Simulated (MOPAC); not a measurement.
MOPAC input (PM6):

```
PM6 PRECISE GNORM=0.05 LET XYZ UHF MS=0.5 GEO-OK AUX(PRECISION=9) THREADS=1
CCl2F

C    -0.03656800 1   -0.45071900 1   -0.08291100 1
F    -0.12060900 1   -1.30458200 1    0.93195000 1
Cl   -1.43146400 1    0.54752800 1   -0.25057900 1
Cl    1.50822200 1    0.30221000 1   -0.21354400 1
```

From the output:

```
                                                       MOPAC v23.2.5 Linux

          FINAL HEAT OF FORMATION =        -39.71329 KCAL/MOL =    -166.16039 KJ/MOL

          COSMO AREA              =        102.37 SQUARE ANGSTROMS
          COSMO VOLUME            =         86.90 CUBIC ANGSTROMS

          GRADIENT NORM           =          0.04371          =       0.02185 PER ATOM
          IONIZATION POTENTIAL    =          9.775263 EV
          ALPHA SOMO LUMO (EV)    =         -9.775 -0.386
          BETA  SOMO LUMO (EV)    =        -11.606 -0.793
          NO. OF ALPHA ELECTRONS  =         13
          NO. OF BETA  ELECTRONS  =         12
          MOLECULAR WEIGHT        =        101.9154         POINT GROUP:  Cs

          MOLECULAR DIMENSIONS (Angstroms)

            Atom       Atom       Distance
           Cl     4   Cl     3     2.89958
           Cl     3    F     2     2.12287
            C     1   Cl     3     0.22292

          SCF CALCULATIONS        =         12

   ATOM   CHEMICAL          X               Y               Z
  NUMBER   SYMBOL      (ANGSTROMS)     (ANGSTROMS)     (ANGSTROMS)

     1       C         -0.03257145  *  -0.38812150  *   0.01494266  *
     2       F         -0.12357075  *  -1.34245957  *   0.91655174  *
     3      Cl         -1.40635563  *   0.54107559  *  -0.27310560  *
     4      Cl          1.48295553  *   0.29995502  *  -0.23670142  *

                             CARTESIAN COORDINATES

   1    C       -0.032571446    -0.388121504     0.014942659
   2    F       -0.123570748    -1.342459570     0.916551742
   3   Cl       -1.406355634     0.541075590    -0.273105602
   4   Cl        1.482955529     0.299955021    -0.236701418

           Empirical Formula: C F Cl2  =     4 atoms

      MOLECULAR POINT GROUP   :   Cs

          ALPHA EIGENVALUES
 -43.18003 -28.45114 -26.90834 -22.65776 -18.66081 -18.14487 -17.84142 -15.11145
 -13.86077 -12.16603 -12.07894 -11.66602  -9.77526  -0.38553   0.35131   2.24398
  85.10978  85.20762  85.39272  86.21473  86.22019  86.33867  86.45816  86.51405
  87.09670  87.11251

           BETA EIGENVALUES
 -43.09745 -28.10102 -26.53504 -22.11987 -18.55692 -17.94694 -17.54185 -14.98572
 -13.08873 -12.11944 -11.73474 -11.60640  -0.79278  -0.11479   0.86981   2.60617
  85.18438  85.26906  85.45802  86.32683  86.33851  86.38883  86.53654  86.57679
  87.16255  87.20604

              NET ATOMIC CHARGES AND DIPOLE CONTRIBUTIONS

  ATOM NO.   TYPE          CHARGE      No. of ELECS.   s-Pop       p-Pop       d-Pop
    1          C           0.073658        3.9263     1.23283     2.69351
    2          F          -0.094009        7.0940     1.96714     5.12687
    3         Cl           0.010168        6.9898     1.98884     4.99403     0.00696
    4         Cl           0.010184        6.9898     1.98884     4.99401     0.00696
 DIPOLE           X         Y         Z       TOTAL
 POINT-CHG.     0.048     0.510    -0.433     0.671
 HYBRID         0.011     0.225     0.601     0.642
 SUM            0.059     0.735     0.168     0.757

          ATOMIC ORBITAL ELECTRON POPULATIONS

     Atom    s        px        py        pz      x^2-y^2     xz        z^2       yz        xy
    1  C   1.23283   0.84284   0.86034   0.99033
    2  F   1.96714   1.96526   1.55156   1.61005
    3 Cl   1.98884   1.40293   1.68872   1.90238   0.00155   0.00098   0.00104   0.00061   0.00279
    4 Cl   1.98884   1.27999   1.80483   1.90920   0.00206   0.00114   0.00106   0.00038   0.00233

                    (SZ)    =    0.500000
                    (S**2)  =    0.753477

          ATOMIC ORBITAL SPIN POPULATIONS

    Atom   Total    s     px     py     pz   x^2-y^2  xz     z^2    yz     xy
         Atomic
    1  C  0.8023  0.105  0.018  0.219  0.461
    2  F  0.0297  0.000 -0.001 -0.012  0.042
    3 Cl  0.0840  0.001 -0.005  0.059  0.029  0.000  0.000  0.000  0.000  0.000
    4 Cl  0.0840  0.001  0.002  0.050  0.031  0.000  0.000  0.000  0.000  0.000

 **********************
 *                    *
 * JOB ENDED NORMALLY *
 *                    *
 **********************

 == MOPAC DONE ==
```

The geometry given is a B3LYP-D3(BJ)/def2-TZVP minimum.
